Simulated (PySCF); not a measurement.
C₄H₅ (SMILES [CH-]1[C@@H]2C[C@H]12), charge -1, singlet, geometry from GFN2-xTB (in this run its highest filled SCF level lies above zero, so its values depend strongly on the basis, on diffuse functions most of all), with bond 9-4 at 1.3 times its length. Base run: B3LYP/6-31G* run with PySCF.

Here is a job for PySCF.
```python
from pyscf import gto, scf, dft

mol = gto.M(
    atom='''
C    -0.013481    1.181559    0.448951
C     0.006403   -1.090471    0.324604
C     0.754004    0.062217   -0.265215
C    -0.750498    0.049723   -0.277511
H    -0.015207    2.095912   -0.269040
H    -0.001452   -1.212555    1.409801
H     0.018709   -2.053978   -0.202083
H     1.391810   -0.012296   -1.150530
H    -1.559003   -0.060744   -1.441805
''',
    basis='6-31g*',
    charge=-1,
    spin=0,
    verbose=4,
)

mf = dft.RKS(mol)
mf.xc = 'b3lyp'
mf.kernel()
mf.analyze()
```

The base run was repeated with changes; each row names its change, and settings that it needs were set with it.

```
change                                       ΔE vs base (µEh)  SCF cycles
-------------------------------------------  ----------------  ----------
base                                                      0.0          11
diis_space = 4                                            0.0          13
solver = newton                                           0.0           -
level_shift = 0.5 (with mf.max_cycle = 100)               0.0          28
init_guess = mod_huckel                                   0.0          12
conv_tol = 1e-6                                           0.0           8
level_shift = 0.3 (with mf.max_cycle = 100)               0.0          18
level_shift = 0.1 (with mf.max_cycle = 100)               0.0          13
diis_space = 20                                           0.0          11
conv_tol_grad = 1e-7                                      0.0          15
diis_space = 2                                            0.0          27
conv_tol_grad = 1e-3                                      0.0          11
init_guess = sap                                          0.0          14
```
